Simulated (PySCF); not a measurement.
Computed IR spectrum (relative IR intensity) of a molecule C3H9BO. Geometry: B3LYP-D3(BJ)/def2-SVP. One conformer was computed; it need not be the lowest. Method: B3LYP-D3(BJ)/def2-SVP in PySCF. Harmonic, unscaled wavenumbers; measured fundamentals usually lie a few per cent lower.

Lines under 2 % of the strongest are left out, and lines within 2 cm⁻¹ are merged.

```json
[
 {"ν (cm⁻¹)": "69", "relative intensity": "2.2"},
 {"ν (cm⁻¹)": "214", "relative intensity": "2.5"},
 {"ν (cm⁻¹)": "246", "relative intensity": "3.0"},
 {"ν (cm⁻¹)": "310", "relative intensity": "4.8"},
 {"ν (cm⁻¹)": "521", "relative intensity": "6.3"},
 {"ν (cm⁻¹)": "681", "relative intensity": "47"},
 {"ν (cm⁻¹)": "757", "relative intensity": "13"},
 {"ν (cm⁻¹)": "925", "relative intensity": "4.6"},
 {"ν (cm⁻¹)": "1009", "relative intensity": "20"},
 {"ν (cm⁻¹)": "1048", "relative intensity": "26"},
 {"ν (cm⁻¹)": "1124", "relative intensity": "6.0"},
 {"ν (cm⁻¹)": "1175", "relative intensity": "45"},
 {"ν (cm⁻¹)": "1185", "relative intensity": "19"},
 {"ν (cm⁻¹)": "1283", "relative intensity": "4.3"},
 {"ν (cm⁻¹)": "1385", "relative intensity": "7.9"},
 {"ν (cm⁻¹)": "1394", "relative intensity": "49"},
 {"ν (cm⁻¹)": "1417", "relative intensity": "86"},
 {"ν (cm⁻¹)": "1473", "relative intensity": "3.1"},
 {"ν (cm⁻¹)": "1483", "relative intensity": "6.1"},
 {"ν (cm⁻¹)": "1486", "relative intensity": "19"},
 {"ν (cm⁻¹)": "2578", "relative intensity": "100"},
 {"ν (cm⁻¹)": "2974", "relative intensity": "12"},
 {"ν (cm⁻¹)": "3004", "relative intensity": "18"},
 {"ν (cm⁻¹)": "3015", "relative intensity": "17"},
 {"ν (cm⁻¹)": "3075", "relative intensity": "18"},
 {"ν (cm⁻¹)": "3085", "relative intensity": "37"},
 {"ν (cm⁻¹)": "3108", "relative intensity": "14"},
 {"ν (cm⁻¹)": "3801", "relative intensity": "27"}
]
```

Q: Pick the molecule that these values belong to.
A. CC(C)BO
B. CBOCC
C. BOC(C)C
D. COB(C)C

A: A, CC(C)BO
